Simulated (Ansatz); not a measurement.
System: NaOH, charge 0, singlet. NaOH (SMILES [OH][Na]).
B3LYP-D3(BJ)/def2-TZVP minimum from Ansatz (a program for electronic structure):
```xyz
3

Na     0.0000     0.0000    -0.9172
O      0.0000     0.0000     1.0150
H      0.0000     0.0000     1.9692
```
Charge 0, spin multiplicity 1.

Total energies in def2-TZVPP, 8 correlated electrons, 6 frozen orbitals. Open shells are spin-unrestricted; no spin-orbit coupling. Cores are frozen in correlated methods. No relativity.

```tsv
method	program	energy (Eh)	minus CCSDT(Q) (mEh)
HF	Ansatz	-237.33458	278.21
MP2	Ansatz	-237.60353	9.26
CCSD	Ansatz	-237.60344	9.36
CCSD(T)	Ansatz	-237.61218	0.61
CCSDT(Q)	Ansatz	-237.61279	0.00
```

Rough core times of Ansatz's runs on a shared machine: CCSD(T) under 20 s, CCSDT(Q) 50 s.
